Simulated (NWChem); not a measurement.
System: GaH2S2Cl; SMILES [SH][Ga]([SH])[Cl]

```xyz
6

Ga     0.0170    -0.0001    -0.0001
Cl    -2.1235     0.0283     0.0000
S      1.0284     1.9460    -0.0209
H      2.2696     1.4108    -0.0152
S      0.9763    -1.9724     0.0206
H      2.2314    -1.4704     0.0147
```
Atoms are numbered in this order, from 1.

Level: PBE0/def2-SVP (NWChem), optimised geometry, unscaled harmonic frequencies. 

```csv
frequency (cm⁻¹),IR intensity (km/mol)
111,8.7
116,4.0
133,9.2
196,0.0
262,32.9
357,0.0
448,53.2
452,75.4
691,15.1
726,0.4
2715,1.8
2717,0.0
```

| Item | Value |
|---|---|
| zero-point energy | 12.8 kcal/mol |
| thermal correction to the enthalpy at 298.15 K (with zero-point energy) | 17.8 kcal/mol |
| heat capacity Cv | 21.2 cal/(mol K) |
| entropy at 298.15 K and 1 atm (symmetry number 2) | 85.0 cal/(mol K) |
| dipole moment | 2.80 D |

Rigid rotor and harmonic oscillator.
